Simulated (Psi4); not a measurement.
H$_{3}$BClN (SMILES NBCl), singlet, geometry from GFN2-xTB, atoms displaced at random by about 0.08 Å a coordinate; Psi4 with TPSS/cc-pVDZ, gradient.

Input for Psi4:
```
memory 2 GB

molecule mol {
0 1
B    -0.860654   -0.146982    0.105869
H    -1.552457   -0.814328    0.855454
Cl    0.875084   -0.428942    0.297981
N    -1.213103    0.742378   -0.617486
H    -2.225825    1.037622   -0.952685
H    -0.663524    1.348651   -1.384361
symmetry c1
no_reorient
no_com
}

set {
  basis cc-pvdz
  reference rks
}

gradient('tpss')
print_variables()
```

Output, abridged:

```
gradient() will perform analytic gradient computation.

   => Loading Basis Set <=

    Name: CC-PVDZ
    Role: ORBITAL
    Keyword: BASIS

         ---------------------------------------------------------
                                   SCF
               by Justin Turney, Rob Parrish, Andy Simmonett
                          and Daniel G. A. Smith
                              RKS Reference
         ---------------------------------------------------------

  ==> Geometry <==

    Molecular point group: c1
    Full point group: C1

    Geometry (in Angstrom), charge = 0, multiplicity = 1:

       Center              X                  Y                   Z               Mass
    ------------   -----------------  -----------------  -----------------  -----------------
         B           -0.860654000000    -0.146982000000     0.105869000000    11.009305360000
         H           -1.552457000000    -0.814328000000     0.855454000000     1.007825032230
         CL           0.875084000000    -0.428942000000     0.297981000000    34.968852682000
         N           -1.213103000000     0.742378000000    -0.617486000000    14.003074004430
         H           -2.225825000000     1.037622000000    -0.952685000000     1.007825032230
         H           -0.663524000000     1.348651000000    -1.384361000000     1.007825032230

  Running in c1 symmetry.

  Rotational constants: A =      1.74944  B =      0.20069  C =      0.18043 [cm^-1]
  Rotational constants: A =  52446.78548  B =   6016.56003  C =   5409.05778 [MHz]
  Nuclear repulsion =   88.302294808310066

  Charge       = 0
  Multiplicity = 1
  Electrons    = 32
  Nalpha       = 16
  Nbeta        = 16

  ==> Algorithm <==

  SCF Algorithm Type is DF.
  DIIS enabled.
  MOM disabled.
  Fractional occupation disabled.
  Guess Type is SAD.
  Energy threshold   = 1.00e-08
  Density threshold  = 1.00e-08
  Integral threshold = 1.00e-12

  ==> Primary Basis <==

  Basis Set: CC-PVDZ
    Blend: CC-PVDZ
    Number of shells: 29
    Number of basis functions: 61
    Number of Cartesian functions: 64
    Spherical Harmonics?: true
    Max angular momentum: 2

  ==> DFT Potential <==

   => LibXC <=

    Version 7.1.2
    S. Lehtola, C. Steigemann, M. J. T. Oliveira, and M. A. L. Marques,  SoftwareX 7, 1–5 (2018) (10.1016/j.softx.2017.11.002)

   => Composite Functional: TPSS <=

    TPSS Meta-GGA XC Functional

    J. Tao, et al., Phys. Rev. Lett., 91, 146401, 2003

    Deriv               =              1
    GGA                 =           TRUE
    Meta                =           TRUE

    Exchange Hybrid     =          FALSE
    MP2 Hybrid          =          FALSE

   => Exchange Functionals <=

    1.0000   XC_MGGA_X_TPSS

   => Correlation Functionals <=

    1.0000   XC_MGGA_C_TPSS

   => LibXC Density Thresholds  <==

    XC_MGGA_C_TPSS:  1.00E-15
    XC_MGGA_X_TPSS:  1.00E-15

   => Molecular Quadrature <=

    Radial Scheme          =       TREUTLER
    Pruning Scheme         =           NONE
    Nuclear Scheme         =       TREUTLER

    Blocking Scheme        =         OCTREE
    BS radius alpha        =              1
    Pruning alpha          =              1
    Radial Points          =             75
    Spherical Points       =            302
    Total Points           =         129187
    Total Blocks           =           1018
    Max Points             =            256
    Max Functions          =             61
    Weights Tolerance      =       1.00E-15

   => Loading Basis Set <=

    Name: (CC-PVDZ AUX)
    Role: JKFIT
    Keyword: DF_BASIS_SCF

  ==> Integral Setup <==

  SCF_SUBTYPE=INCORE selected. In-core MEM_DF algorithm will be used.
  Using in-core AOs.

  ==> MemDFJK: Density-Fitted J/K Matrices <==

    J tasked:                   Yes
    K tasked:                    No
    wK tasked:                   No
    Algorithm:                 Core
    Schwarz Cutoff:           1E-12
    Mask sparsity (%):       0.0000
[...]
  @DF-RKS Final Energy:  -541.67299892246911
    Total Energy =                       -541.6729989224691053
[...]
                          Rob Parrish, Justin Turney,
                       Andy Simmonett, and Alex Sokolov
         ------------------------------------------------------------

  ==> Geometry <==

    Molecular point group: c1
    Full point group: C1

    Geometry (in Angstrom), charge = 0, multiplicity = 1:

       Center              X                  Y                   Z               Mass
    ------------   -----------------  -----------------  -----------------  -----------------
         B           -0.860654000000    -0.146982000000     0.105869000000    11.009305360000
         H           -1.552457000000    -0.814328000000     0.855454000000     1.007825032230
         CL           0.875084000000    -0.428942000000     0.297981000000    34.968852682000
         N           -1.213103000000     0.742378000000    -0.617486000000    14.003074004430
         H           -2.225825000000     1.037622000000    -0.952685000000     1.007825032230
         H           -0.663524000000     1.348651000000    -1.384361000000     1.007825032230

  Nuclear repulsion =   88.302294808310066

  ==> Basis Set <==

  Basis Set: CC-PVDZ
    Blend: CC-PVDZ
    Number of shells: 29
    Number of basis functions: 61
    Number of Cartesian functions: 64
    Spherical Harmonics?: true
    Max angular momentum: 2

  ==> DFJKGrad: Density-Fitted SCF Gradients <==

    Gradient:                    1
    J tasked:                  Yes
    K tasked:                   No
    wK tasked:                  No
    Integrals threads:           1
    Schwarz Cutoff:          1E-12
    Fitting Condition:       1E-10

   => Auxiliary Basis Set <=

  Basis Set: (CC-PVDZ AUX)
    Blend: CC-PVDZ-JKFIT
    Number of shells: 111
    Number of basis functions: 321
    Number of Cartesian functions: 367
    Spherical Harmonics?: true
    Max angular momentum: 3

  ==> DFT Potential <==

   => LibXC <=

    Version 7.1.2
    S. Lehtola, C. Steigemann, M. J. T. Oliveira, and M. A. L. Marques,  SoftwareX 7, 1–5 (2018) (10.1016/j.softx.2017.11.002)

   => Composite Functional: TPSS <=

    TPSS Meta-GGA XC Functional

    J. Tao, et al., Phys. Rev. Lett., 91, 146401, 2003

    Deriv               =              1
    GGA                 =           TRUE
    Meta                =           TRUE

    Exchange Hybrid     =          FALSE
    MP2 Hybrid          =          FALSE

   => Exchange Functionals <=

    1.0000   XC_MGGA_X_TPSS

   => Correlation Functionals <=

    1.0000   XC_MGGA_C_TPSS

   => LibXC Density Thresholds  <==

    XC_MGGA_C_TPSS:  1.00E-15
    XC_MGGA_X_TPSS:  1.00E-15

   => Molecular Quadrature <=

    Radial Scheme          =       TREUTLER
    Pruning Scheme         =           NONE
    Nuclear Scheme         =       TREUTLER

    Blocking Scheme        =         OCTREE
    BS radius alpha        =              1
    Pruning alpha          =              1
    Radial Points          =             75
    Spherical Points       =            302
    Total Points           =         129187
    Total Blocks           =           1018
    Max Points             =            256
    Max Functions          =             61
    Weights Tolerance      =       1.00E-15

  -Total Gradient:
     Atom            X                  Y                   Z
    ------   -----------------  -----------------  -----------------
       1       -0.068304387831     0.193931135094    -0.173483571670
       2        0.001403120509    -0.004611222815     0.009104253494
       3       -0.025156066838     0.007943644090    -0.002598227121
       4        0.120799975378    -0.258251983261     0.246910661343
       5       -0.038667020575     0.023928513150    -0.031064335626
       6        0.009928230909     0.037069230437    -0.048910547662

  Variable Map:
  ----------------------------------------------------------------------------
[...]
  Array Variable Map:
  ----------------------------------------------------------------------------
[...]
[...]
```
